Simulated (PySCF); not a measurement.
**C20H12BN: Orbital levels and atomic charges**

System: C20H12BN (BN-doped PAH), SMILES B1C=Cc2ccc3ccc4ccc5cccc6c5c4c3c2N16.

Cartesian coordinates (Å):
```
  1 B     1.199    2.877   -0.217
  2 C     2.708    2.933   -0.301
  3 C     3.417    1.781   -0.276
  4 C     2.753    0.529   -0.173
  5 C     3.535   -0.649   -0.150
  6 C     2.976   -1.883   -0.054
  7 C     1.574   -2.010    0.026
  8 C     0.959   -3.279    0.126
  9 C    -0.393   -3.406    0.204
 10 C    -1.224   -2.264    0.186
 11 C    -2.636   -2.365    0.265
 12 C    -3.413   -1.254    0.246
 13 C    -2.846    0.046    0.146
 14 C    -3.652    1.190    0.127
 15 C    -3.065    2.425    0.030
 16 C    -1.682    2.560   -0.049
 17 C    -0.836    1.459   -0.034
 18 C    -1.437    0.179    0.066
 19 C    -0.637   -0.991    0.087
 20 C     0.770   -0.848    0.006
 21 C     1.348    0.445   -0.094
 22 N     0.566    1.590   -0.114
 23 H     0.583    3.867   -0.236
 24 H     3.251    3.866   -0.381
 25 H     4.498    1.764   -0.332
 26 H     4.609   -0.537   -0.212
 27 H     3.586   -2.774   -0.039
 28 H     1.596   -4.152    0.139
 29 H    -0.852   -4.381    0.280
 30 H    -3.078   -3.347    0.341
 31 H    -4.489   -1.331    0.307
 32 H    -4.726    1.087    0.188
 33 H    -3.674    3.317    0.014
 34 H    -1.289    3.556   -0.122
```

Method: CAM-B3LYP/def2-SVP, gas phase, PySCF, fitting set def2-universal-JFIT up to Ne and JKFIT beyond, grid level 1.

Give the orbital energies near the gap.


```json
{"orbital": "HOMO-4", "eV": "-9.25"}
{"orbital": "HOMO-3", "eV": "-8.79"}
{"orbital": "HOMO-2", "eV": "-8.33"}
{"orbital": "HOMO-1", "eV": "-7.32"}
{"orbital": "HOMO", "eV": "-6.57"}
{"orbital": "LUMO", "eV": "-0.71"}
{"orbital": "LUMO+1", "eV": "-0.18"}
{"orbital": "LUMO+2", "eV": "0.41"}
{"orbital": "LUMO+3", "eV": "0.88"}
```

Give the partial charges of the non-hydrogen atoms.


```csv
atom,Mulliken,IAO,Hirshfeld
B1,-0.07,0.08,0.10
C2,0.07,-0.28,-0.14
C3,0.00,-0.08,-0.02
C4,0.02,-0.04,-0.02
C5,-0.02,-0.13,-0.04
C6,-0.03,-0.16,-0.06
C7,0.07,0.01,0.01
C8,-0.03,-0.14,-0.05
C9,-0.01,-0.13,-0.04
C10,0.05,-0.01,0.00
C11,-0.01,-0.14,-0.05
C12,-0.02,-0.14,-0.05
C13,0.07,0.01,0.00
C14,-0.04,-0.15,-0.05
C15,0.05,-0.13,-0.04
C16,-0.07,-0.17,-0.06
C17,0.12,0.11,0.06
C18,0.03,-0.02,-0.01
C19,0.09,0.01,0.00
C20,0.04,-0.02,-0.01
C21,0.07,0.11,0.07
N22,-0.03,-0.14,-0.04
```
